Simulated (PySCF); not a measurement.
**How methods differ on the excitation energy of V(2+)**

V(2+) [Ar] 3d3 (4F) → V(2+) [Ar] 3d2 4p1 (high-spin determinant), as a difference of total energies. Calculation: PySCF 2.14, in aug-cc-pwCVTZ-DK (10s9p7d4f3g, 127 functions); scalar relativity by spin-free X2C-1e. Correlated levels: valence: [Ar] frozen; valence and next inner shell: [Ne] frozen; nothing frozen. The calculations carry no spin-orbit coupling.

```
                                method  excitation energy (eV)
                                   UHF                  10.165
                                   LDA                  10.753
                                   PBE                  10.559
                                  PBE0                  10.643
                                r2SCAN                  10.827
                                 B97-3                  10.654
                                  BP86                  10.574
                                M06-2X                  10.442
                         MP2 (valence)                  10.432
                     SCS-MP2 (valence)                  10.254
    MP2 (valence and next inner shell)                  10.776
SCS-MP2 (valence and next inner shell)                  10.596
                   MP2 (all electrons)                  10.799
               SCS-MP2 (all electrons)                  10.610
```

How much does correlation contribute at MP2 (all electrons)?

10.799 − (10.165) = 0.634 eV, measured against UHF.

A first-order spin-orbit estimate (lowest level to lowest level, LS coupling) adds -0.032 eV.

The determinant of the upper state mixes LS terms, which raises its energy above the lowest term, most at the Hartree-Fock and MP2 levels.
